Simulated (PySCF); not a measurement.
Worked example: oscillator strength and radiative lifetime

C₂H₆BF₂N, SMILES C(F)B(N)CF.

Coordinates come from a B3LYP-D3(BJ)/def2-SVP optimisation. This is a generated structure with no PubChem entry under its InChIKey; it may be hypothetical. One conformer was computed; it need not be the lowest.

TDDFT-PBE/def2-SVPD in PySCF puts the first singlet state with f over 0.02 at 7.56 eV (vertical), with the transition dipole (-0.458, 0.000, 0.000) in atomic units.

### Question
Find the oscillator strength, the wavelength and the radiative lifetime that this transition would have in vacuum if emission retraced absorption.

### Answer

|μ|² = 0.2098 au, so |μ| = 1.16 D. ΔE = 7.56/27.211 = 0.2778 hartree. f = (2/3) ΔE |μ|² = 0.039 (the program prints 0.039).
λ = 1239.84/7.56 = 164 nm; ν = 60975 cm⁻¹.
Einstein's coefficient A = 0.6670 ν² f s⁻¹ (ν in cm⁻¹) = 9.6e7 s⁻¹, so τ = 1/A = 10 ns. This state is S8; the lower singlets have f = 0.001, 0.000, 0.016, 0.009, 0.003, 0.000, 0.000. The figure is the radiative limit of this one transition; relaxation, internal conversion, crossing to triplets and a medium change what is measured.
